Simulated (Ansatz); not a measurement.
CH2F (SMILES [CH2]F) moved off its minimum; all values from Ansatz (a quantum-chemistry and plane-wave program), cores frozen in correlated methods. Open shells are unrestricted.
(charge 0, multiplicity 2)
```xyz
4

C     -0.6390     0.0938     0.1800
F      0.6512     0.0253    -0.1291
H     -1.1935    -0.8452    -0.1029
H     -1.0442     1.0363    -0.0055
```

| level | largest force (eV/Å) | on atom | rms difference from CCSD(T)/aug-cc-pVTZ (eV/Å) | dipole (D) |
|---|---|---|---|---|
| HF/def2-TZVPP | 2.67 | C1 | 0.363 | 1.59 |
| PBE/def2-TZVPP | 2.56 | C1 | 0.147 | 1.14 |
| r2SCAN/def2-TZVPP | 2.58 | C1 | 0.054 | 1.23 |
| B3LYP/def2-TZVPP | 2.56 | C1 | 0.050 | 1.28 |
| wB97M-V/def2-TZVPP | 2.59 | C1 | 0.108 | 1.27 |
| MP2/aug-cc-pVTZ | 2.66 | C1 | 0.071 | 1.34 |
| CCSD(T)/aug-cc-pVTZ | 2.60 | C1 | 0.000 | 1.31 |

The differences count from one level among others, with limits of its own. Forces at CCSD(T)/aug-cc-pVTZ (eV/Å):

```json
[
 {"atom": "C1", "Fx": "-0.599", "Fy": "-2.499", "Fz": "-0.393"},
 {"atom": "F2", "Fx": "0.821", "Fy": "-0.055", "Fz": "-0.018"},
 {"atom": "H3", "Fx": "0.534", "Fy": "1.093", "Fz": "0.506"},
 {"atom": "H4", "Fx": "-0.755", "Fy": "1.461", "Fz": "-0.095"}
]
```
